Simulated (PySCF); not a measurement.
SMILES [GeH3][O][Al]([OH])[OH] (H₅AlGeO₃) (CAM-B3LYP/def2-SVP optimised geometry):

```
10

Ge    -1.442     1.736     0.003
O     -0.507     0.255     0.000
Al     0.396    -1.165     0.000
O      2.084    -1.165     0.000
O     -0.321    -2.693     0.000
H     -0.548     2.880     0.510
H     -1.912     2.022    -1.432
H     -2.649     1.553     0.936
H      2.649    -0.392     0.002
H     -1.261    -2.880     0.001
```

Computed with CAM-B3LYP/def2-TZVP in PySCF.

What are the frontier orbital energies and the dipole moment?

HOMO-2 -10.38 eV, HOMO-1 -10.07 eV, HOMO -9.89 eV, LUMO 0.27 eV, LUMO+1 1.86 eV; dipole moment 2.65 D.

On the same geometry PBE/def2-TZVP (PySCF 2.14.0) gives HOMO-2 -7.17 eV, HOMO-1 -7.10 eV, HOMO -6.88 eV, LUMO -1.46 eV, LUMO+1 0.12 eV; dipole moment 2.30 D.

Meta-Löwdin charges at CAM-B3LYP/def2-TZVP: Ge1 0.67, O2 -0.85, Al3 1.29, O4 -0.78, O5 -0.78, H6 -0.08, H7 -0.08, H8 -0.08, H9 0.35, H10 0.35.
